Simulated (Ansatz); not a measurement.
Program: Ansatz. Geometries: PBE0-D4/def2-TZVP. ΔE: electronic, gas phase. CBS: MP2 limit from def2 TZ/QZ plus the TZ coupled-cluster correction, frozen cores. Functionals use def2-TZVPP. def2 core potentials past Kr. For Ga, Sn outer-core shells are correlated without core-valence functions, which leaves a few kJ/mol of doubt a bond. Scalar relativity is left out up to krypton. Each species was taken in one conformer, which may not be the lowest.

Consider the redistribution: `[NH2][SnH]([OH])[SiH2]F` + `[NH2][Ga]([SH])[SH]` → `[NH2][Ga]([SH])[SiH2]F` + `[NH2][SnH]([OH])[SH]`.

```json
{"level": "ωB97X-V", "ΔE (kJ/mol)": "20.8"}
{"level": "MP2/def2-QZVPP", "ΔE (kJ/mol)": "22.5"}
```

Question: What does CCSD(T)/CBS give? (An estimate is asked.)

Answer: Ansatz gave: +19.6 kJ/mol. The listed levels differ from it by 1.2, 2.9 kJ/mol.

Largest T1 diagnostic among the species: 0.013.

From PBE to PBE0 (25 % exact exchange), in def2-TZVPP and without D4, ΔE moves by +3.3 kJ/mol.
